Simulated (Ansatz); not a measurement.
Problem. Name a neutral molecule of Al, As, B, F, Si and H with size of the dipole moment (PBE/def2-TZVPP) between 0.00 and 0.30 D and HOMO energy (B3LYP/def2-TZVPP) between -6.55 and -6.25 eV (Ansatz, PBE0-D4/def2-TZVP geometry).

Solution. `F[B]([SiH3])[AlH][AsH2]` (0.23 D, -6.45 eV). Other molecules can fit too; these were computed, each in one conformer that needn't be the lowest.

B3LYP here is the variant with VWN-RPA as its local correlation; programs differ in this.
